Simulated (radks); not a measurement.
The numbers below are computed, except where a source is named.
Cs I, 55 electrons, occupied as [Xe] 6s1. Code: a radial shooting solver on a logarithmic mesh with Libxc functionals. Model: scalar-relativistic Kohn-Sham, PBEsol, spin-polarised, spherical densities, finite nucleus; open shells are filled with parallel spins first (spin-orbit coupling, left out, can overturn this in heavy ions); Fermi nuclear charge, rms radius 4.8041 fm; hard spherical wall at 12 bohr.

Normalised radial functions P(r) = r R(r), r in bohr:

| r | 5s up |
|---|---|
| 0.001944 | 0.0489 |
| 0.002263 | 0.0552 |
| 0.002634 | 0.0620 |
| 0.003042 | 0.0690 |
| 0.003542 | 0.0769 |
| 0.004123 | 0.0852 |
| 0.0048 | 0.0938 |
| 0.005588 | 0.1025 |
| 0.006506 | 0.1109 |
| 0.007513 | 0.1182 |
| 0.008747 | 0.1248 |
| 0.01018 | 0.1295 |
| 0.01185 | 0.1313 |
| 0.0138 | 0.1294 |
| 0.01594 | 0.1230 |
| 0.01855 | 0.1104 |
| 0.0216 | 0.0907 |
| 0.02515 | 0.0631 |
| 0.02927 | 0.0274 |
| 0.03381 | -0.0134 |
| 0.03936 | -0.0618 |
| 0.04582 | -0.1122 |
| 0.05334 | -0.1591 |
| 0.06209 | -0.1953 |
| 0.07171 | -0.2120 |
| 0.08348 | -0.2030 |
| 0.09719 | -0.1608 |
| 0.1131 | -0.0839 |
| 0.1317 | 0.0212 |
| 0.1533 | 0.1385 |
| 0.1771 | 0.2388 |
| 0.2062 | 0.3047 |
| 0.24 | 0.3027 |
| 0.2794 | 0.2179 |
| 0.3253 | 0.0570 |
| 0.3757 | -0.1359 |
| 0.4373 | -0.3300 |
| 0.5091 | -0.4526 |
| 0.5927 | -0.4527 |
| 0.69 | -0.3115 |
| 0.7968 | -0.0681 |
| 0.9277 | 0.2482 |
| 1.08 | 0.5522 |
| 1.257 | 0.7772 |
| 1.464 | 0.8839 |
| 1.69 | 0.8702 |
| 1.968 | 0.7576 |
| 2.291 | 0.5874 |
| 2.667 | 0.4062 |
| 3.105 | 0.2499 |
| 3.614 | 0.1358 |
| 4.174 | 0.0676 |
| 4.859 | 0.0282 |
| 5.657 | 0.0100 |
| 6.586 | 0.0029 |
| 7.667 | 0.0007 |
| 8.854 | 0.0001 |
| 10.31 | 0.0000 |
| 12 | 0.0000 |

5s up: eigenvalue -26.589 eV, 4 radial nodes at r = 0.0323, 0.128, 0.340, 0.824 bohr, <r> = 1.74 bohr, 90 % of the charge inside 2.52 bohr.
